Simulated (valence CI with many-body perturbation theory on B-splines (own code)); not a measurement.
## Tc²⁺: calculated level list

Calculated by relativistic CI+MBPT: five valence electrons over a frozen Dirac-Fock core [Kr], a basis of 7 s, 7 p, 8 d, 6 f, 4 g, 1 h functions for each j, with the one-electron correlation potential Σ1 (screened to all orders), the two-electron term Σ2, the three-electron term Σ3, Breit, model QED; selected single and double excitations, second order for the rest, scaled by the run's own slope (own B-spline code, finite nucleus).

No measured spectrum was set against this ion. As an estimate, terms of the open shell hold to 2 to 4 % of their energy, and close levels can change places; different configurations can be misplaced against each other by 1,000 to 8,000 cm⁻¹. Among the levels kept, up to 2700 cm⁻¹ of a level comes from second order outside the variational space, and about a tenth of that is noise between levels of different J, which matters for small intervals.

Levels 136 to 180 of 216, with energies above the lowest level, 4d5 6S_5/2. "Leading %" is the weight of the configuration and term that name the level; weights of strongly mixed levels are sums over their largest components and can fall short. In the jj column 3d3/2^4 stands for four electrons in 3d with j = 3/2.

```
No.  Configuration  Term     J  E (cm⁻¹)  Leading %                    Leading jj      g  Second component
136         4d4.5p   4I°  11/2    105919         70  4d3/2^2 4d5/2^2 5p3/2 (33 %)  1.013   20 % 4d4.5p 4H°
137         4d4.5s    2D   3/2    106169         94     4d3/2^2 4d5/2^2 5s (56 %)  0.797                  
138         4d4.5s    2D   5/2    106181         95     4d3/2^2 4d5/2^2 5s (56 %)  1.200                  
139         4d4.5p   4G°  11/2    106682         75  4d3/2^2 4d5/2^2 5p3/2 (26 %)  1.219    8 % 4d4.5p 2H°
140         4d4.5p   2D°   3/2    106685         63  4d3/2^2 4d5/2^2 5p1/2 (30 %)  0.793   14 % 4d4.5p 4F°
141         4d4.5p   4D°   7/2    106985         61    4d3/2 4d5/2^3 5p3/2 (25 %)  1.283   12 % 4d4.5p 2G°
142         4d4.5p   4I°  13/2    107002         77  4d3/2^2 4d5/2^2 5p3/2 (47 %)  1.130   18 % 4d4.5p 4H°
143         4d4.5p   4G°   9/2    107034         50  4d3/2^2 4d5/2^2 5p3/2 (38 %)  1.131   31 % 4d4.5p 2G°
144         4d4.5p   4I°  15/2    107681         95  4d3/2^2 4d5/2^2 5p3/2 (53 %)  1.197                  
145         4d4.5p   4G°   5/2    107865         35    4d3/2^3 4d5/2 5p3/2 (24 %)  0.899   20 % 4d4.5p 2D°
146         4d4.5p   2I°  11/2    108260         66    4d3/2^3 4d5/2 5p3/2 (32 %)  1.010   12 % 4d4.5p 4G°
147         4d4.5p   4P°   3/2    108307         75          4d3/2^4 5p3/2 (26 %)  1.588    5 % 4d4.5p 4F°
148         4d4.5p   2D°   5/2    108401         32    4d3/2 4d5/2^3 5p1/2 (28 %)  0.999   20 % 4d4.5p 4F°
149         4d4.5p   4P°   1/2    108429         64  4d3/2^2 4d5/2^2 5p3/2 (34 %)  2.129   17 % 4d4.5p 2P°
150         4d4.5p   4G°   7/2    108565         78  4d3/2^2 4d5/2^2 5p3/2 (38 %)  0.986    6 % 4d4.5p 4H°
151        4d3.5s2    4F   3/2    108597         90           4d3/2^3 5s^2 (38 %)  0.406                  
152         4d4.5p   4G°   9/2    108675         74  4d3/2^2 4d5/2^2 5p3/2 (42 %)  1.183   10 % 4d4.5p 4F°
153         4d4.5p   2I°  13/2    108689         75  4d3/2^2 4d5/2^2 5p3/2 (46 %)  1.094   14 % 4d4.5p 4H°
154         4d4.5p   2P°   3/2    108875         37  4d3/2^2 4d5/2^2 5p1/2 (34 %)  0.979   34 % 4d4.5p 4F°
155         4d4.5p   2F°   5/2    108937         37  4d3/2^2 4d5/2^2 5p3/2 (32 %)  0.829   32 % 4d4.5p 4G°
156         4d4.5p   2H°   9/2    109016         37  4d3/2^2 4d5/2^2 5p1/2 (43 %)  1.007   27 % 4d4.5p 4H°
157         4d4.5p   4H°   7/2    109125         52  4d3/2^2 4d5/2^2 5p3/2 (25 %)  0.901   26 % 4d4.5p 4F°
158         4d4.5p   4F°   5/2    109366         53  4d3/2^2 4d5/2^2 5p1/2 (22 %)  1.123   15 % 4d4.5p 2D°
159         4d4.5p   4G°  11/2    109404         72  4d3/2^2 4d5/2^2 5p3/2 (38 %)  1.215    8 % 4d4.5p 2I°
160         4d4.5p   4F°   7/2    109576         56  4d3/2^2 4d5/2^2 5p3/2 (35 %)  1.077   23 % 4d4.5p 4H°
161         4d4.5p   4F°   5/2    109587         30  4d3/2^2 4d5/2^2 5p3/2 (28 %)  1.168   21 % 4d4.5p 4P°
162        4d3.5s2    4F   5/2    109593         91     4d3/2^2 4d5/2 5s^2 (73 %)  1.029                  
163         4d4.5p   4F°   9/2    109739         69  4d3/2^2 4d5/2^2 5p3/2 (51 %)  1.223   16 % 4d4.5p 2H°
164         4d4.5p   4F°   3/2    109885         73  4d3/2^2 4d5/2^2 5p3/2 (44 %)  0.614    8 % 4d4.5p 4D°
165         4d4.5p   4F°   3/2    109986         35    4d3/2 4d5/2^3 5p3/2 (39 %)  0.920   24 % 4d4.5p 2P°
166         4d4.5p   4F°   7/2    110127         42          4d5/2^4 5p3/2 (23 %)  1.234   27 % 4d4.5p 4D°
167         4d4.5p   4F°   9/2    110258         52    4d3/2 4d5/2^3 5p1/2 (30 %)  1.198   12 % 4d4.5p 4G°
168         4d4.5p   2F°   7/2    110322         49    4d3/2 4d5/2^3 5p3/2 (35 %)  1.123   10 % 4d4.5p 4F°
169         4d4.5p   4D°   1/2    110340         41  4d3/2^2 4d5/2^2 5p3/2 (38 %)  0.722   26 % 4d4.5p 2P°
170         4d4.5p   4P°   5/2    110365         42  4d3/2^2 4d5/2^2 5p3/2 (38 %)  1.287   29 % 4d4.5p 4F°
171         4d4.5p   4H°  11/2    110473         58    4d3/2 4d5/2^3 5p1/2 (48 %)  1.128   18 % 4d4.5p 2H°
172         4d4.5p   4H°   9/2    110665         39  4d3/2^2 4d5/2^2 5p3/2 (37 %)  1.060   16 % 4d4.5p 4G°
173        4d3.5s2    4F   7/2    110819         91     4d3/2 4d5/2^2 5s^2 (68 %)  1.236                  
174         4d4.5p   4D°   3/2    110909         64  4d3/2^2 4d5/2^2 5p3/2 (40 %)  1.074    8 % 4d4.5p 2D°
175         4d4.5p   4D°   1/2    110992         60  4d3/2^2 4d5/2^2 5p3/2 (36 %)  0.441   18 % 4d4.5p 2P°
176         4d4.5p   4D°   5/2    111073         50  4d3/2^2 4d5/2^2 5p3/2 (25 %)  1.184   16 % 4d4.5p 4F°
177         4d4.5p   4D°   7/2    111496         64    4d3/2 4d5/2^3 5p3/2 (31 %)  1.331    9 % 4d4.5p 2F°
178         4d4.5p   2H°  11/2    111718         70  4d3/2^2 4d5/2^2 5p3/2 (37 %)  1.090    6 % 4d4.5p 4H°
179         4d4.5p   2F°   5/2    111780         47  4d3/2^2 4d5/2^2 5p3/2 (41 %)  0.843   31 % 4d4.5p 4G°
180         4d4.5p   2H°  11/2    112028         48  4d3/2^2 4d5/2^2 5p3/2 (38 %)  1.128   19 % 4d4.5p 4G°
```

Names give the largest LS component (configuration and term), which can be under half, so a name can repeat, a term be missing and a line seem to break the LS rules; names also repeat where a configuration has a term twice.

Where two levels of one J and parity lie close, their mixing, g and order are uncertain.
